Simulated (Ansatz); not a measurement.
Two isomers of CH5FOSi2: A = `F[C@H]1O[Si@H]1[SiH3]`, B = `FC1O[SiH2][SiH2]1`.

Gas-phase electronic energies from Ansatz, PBE0-D4/def2-TZVP geometries. CBS: MP2 limit from def2 TZ/QZ plus the TZ coupled-cluster correction, frozen cores. DFT in def2-TZVPP. B3LYP here is the variant with VWN-RPA as its local correlation; programs differ in this.

(1) Which is lower in electronic energy at CCSD(T)/CBS, and by how much? (An estimate is asked.)

(2) Give E(B) − E(A) in kcal/mol with PBE0-D4, B3LYP-D4, B3LYP, CCSD/def2-TZVPP, HF/def2-TZVPP, ωB97M-V, r2SCAN-D4. (Best estimate.)

Largest T1 diagnostic: 0.016.

## Answers

(1) The calculation gave: B, by 16.2 kcal/mol.

(2) The calculation gave: PBE0-D4 -15.3, B3LYP-D4 -15.2, B3LYP -14.5, CCSD/def2-TZVPP -16.6, HF/def2-TZVPP -18.7, ωB97M-V -16.5, r2SCAN-D4 -14.0. None reverses the order clearly.

In def2-TZVPP, CCSD(T) changes the Hartree–Fock value by +2.7 kcal/mol (the triples alone add +0.6 kcal/mol) and MP2 by +2.4 kcal/mol. From PBE to PBE0 (25 % exact exchange), in def2-TZVPP and without D4, E(B) − E(A) moves by −2.3 kcal/mol.
